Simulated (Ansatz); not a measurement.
Relaxed structures of GaBNH₅, singlet (PBE0-D4/def2-TZVP; forces vanish, vibrations not checked; lower isomers may exist, and structures with a doubtful reference or unclear bonds are left out; Å). Computed with Ansatz 0.2.0 (basis: def2-TZVPP); correlated methods freeze the cores. Filled d shells of the heavier atoms are correlated. The def2 sets are not built for correlating such inner shells, so the correlated values are less sure here.

Problem. Rank them by CCSD(T) energy, lowest first, and give each one's height above the lowest. Links in brackets join atoms within 1.22 times the sum of their covalent radii (1.1 for two metals). (Judge from chemistry; the value comes from the calculation.)
A.
GaBNH₅ ([BH3][Ga][NH2])
```
8
angstrom
B -1.2092 1.1271 0.2783
Ga 0.2907 -0.2376 0.4847
N 1.6375 -1.4281 0.7405
H -2.2051 0.4509 0.3895
H -1.0087 1.6151 -0.8076
H -0.9739 1.8480 1.2248
H 2.4165 -1.2811 1.3632
H 1.7093 -2.3165 0.2696
```
B.
GaBNH₅ ([BH2][GaH][NH2])
```
8
angstrom
B -0.7719 0.8773 -1.3227
Ga -0.2868 0.1931 0.5772
N 1.0224 -1.0489 0.8161
H -1.6169 0.3559 -1.9930
H -0.2485 1.8414 -1.8045
H -0.9538 0.6461 1.9272
H 1.2876 -1.4023 1.7197
H 1.5679 -1.4626 0.0800
```
C.
GaBNH₅ ([BH][GaH][NH3])
```
8
angstrom
B -0.6875 0.7216 -1.0894
Ga -0.8018 -0.1513 0.6699
N 1.1062 -1.1617 0.7780
H -1.0981 0.6445 -2.2093
H 1.0721 -1.9596 1.4018
H -0.9059 0.2155 2.1930
H 1.8020 -0.5143 1.1297
H 1.4085 -1.4827 -0.1345
```

Solution. By the calculation: A (0.000 eV), B (0.597 eV), C (2.633 eV). Heights count from the lowest.

No T1 diagnostic of these runs exceeds 0.018. The restricted Hartree–Fock reference is unstable towards an unrestricted one at one or more of these structures.

For scale, one of the runs: CCSD(T)/def2-TZVPP, 180 basis functions, launched by `ansatz run in.yaml --threads 2 --pin off --events-out ev --progress --plain --max-ram 4352MiB`. Time: 60 s of wall clock on 2 CPU threads of an Arm Neoverse V1; the host was shared. Peak host memory: 1.7 GiB.
